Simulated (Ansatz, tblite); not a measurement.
Removing an electron: GeEtH3 (C₂H₈Ge). Total charge 0; singlet. Geometry: B3LYP-D4/def2-SVP. Ansatz, gas phase; energy differences of separate SCF runs; the oxidised species was run as a doublet alone.

```xyz
11

Ge    0.623    1.290   -0.524
C    -0.609   -0.243   -0.346
C    -0.238   -1.197    0.794
H    -0.620   -0.774   -1.313
H    -1.625    0.163   -0.203
H    -0.950   -2.037    0.867
H     0.765   -1.630    0.650
H    -0.236   -0.684    1.770
H     2.071    0.784   -0.717
H     0.579    2.157    0.756
H     0.239    2.172   -1.733
```

The xTB rows come from tblite.

| level | −HOMO (eV) | vertical IE (eV) | −LUMO (eV) | HOMO–LUMO gap (eV) |
| --- | --- | --- | --- | --- |
| PBE-D4/def2-TZVP | 7.05 | 10.17 | -0.02 | 7.07 |
| r2SCAN-D4/def2-TZVP | 7.30 | 10.23 | -0.55 | 7.85 |
| PBE0-D4/def2-TZVP | 8.26 | 10.36 | -0.80 | 9.06 |

**Question.** Estimate the rows for GFN1-xTB, GFN2-xTB.

**Answer.** 
| level | −HOMO (eV) | vertical IE (eV) | −LUMO (eV) | HOMO–LUMO gap (eV) |
| --- | --- | --- | --- | --- |
| GFN1-xTB | 12.15 | 15.00 | 6.39 | 5.76 |
| GFN2-xTB | 11.09 | 14.08 | 3.06 | 8.03 |

Relaxing the oxidised species (B3LYP-D4/def2-SVP) changes its energy by -0.85 eV at PBE-D4/def2-TZVP, so the adiabatic ionisation energy to this nearest minimum is 9.32 eV. At PBE0-D4/def2-TZVP it is 9.43 eV.   Raw xTB energy differences between charge states are shifted by several eV; the methods need an empirical correction for them.
